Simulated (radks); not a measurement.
Effect of the nuclear size on neutral tin, [Kr] 4d10 5s2 5p2. Calculated with a radial shooting solver on a logarithmic mesh with Libxc functionals: Dirac Kohn-Sham, relativistic LDA (MacDonald-Vosko exchange, VWN5 correlation), spin-unpolarised, spherical densities, finite nucleus; open shells are shared between the two j in proportion to 2j + 1; Fermi nuclear charge, rms radius 4.6519 fm. The rms radius is varied about that value; shifts are against it.

rms radius (fm),total energy shift (eV),density at nucleus (e/bohr^3),1s1/2 shift (meV),2s1/2 shift (meV),4p1/2 shift (meV),5s1/2 shift (meV)
3.9169,-1.19,1.94e+05,-496,-56.9,0.182,-0.190
4.2332,-0.699,1.917e+05,-292,-33.4,0.107,-0.112
4.6519,0,1.89e+05,0.000,0.000,0.000,0.000
4.8938,0.429,1.875e+05,179,20.5,-0.066,0.069
5.452,1.49,1.844e+05,622,71.2,-0.228,0.238

Slopes of the eigenvalues against <r^2> in GHz/fm^2, as finite differences over the two radii next to the reference (eigenvalue slopes, not the field-shift constants of lines): 1s1/2 18900, 2s1/2 2160, 4p1/2 -6.92, 5s1/2 7.22.
